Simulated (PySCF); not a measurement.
## Vibration and rotation of PbSe⁺

UHF-CCSD(T) constants of PbSe⁺, ²Π (doublet), unpaired electrons π ↑ (basis Pb cc-pVDZ-PP with ECP60, Se cc-pVDZ-PP with ECP10; scalar-relativistic core potentials; PySCF 2.14; masses 207.9766 and 79.9165 u):

```
ωe              : 221.1 cm⁻¹
ωexe            : 0.419 cm⁻¹
Be              : 0.042627 cm⁻¹
αe              : 0.000112 cm⁻¹
D (centrifugal) : 6.34e-09 cm⁻¹
```

Q: Give the vibrational terms G(v) and spacings up to v = 6.

A: G(v) = ωe(v+½) − ωexe(v+½)².

| v | G(v) (cm⁻¹) | G(v) − G(v−1) | Bv (cm⁻¹) |
| --- | --- | --- | --- |
| 0 | 110.4 |  | 0.04257 |
| 1 | 330.7 | 220.3 | 0.04246 |
| 2 | 550.1 | 219.4 | 0.04235 |
| 3 | 768.7 | 218.6 | 0.04223 |
| 4 | 986.5 | 217.7 | 0.04212 |
| 5 | 1203.4 | 216.9 | 0.04201 |
| 6 | 1419.4 | 216.1 | 0.04190 |

Correlated steps freeze 8 core orbitals. These are scalar-relativistic numbers at best; spin–orbit coupling would shift them, the dissociation energy most. The state is the lowest determinant that a PBE0 search found; another state may lie lower at other levels.
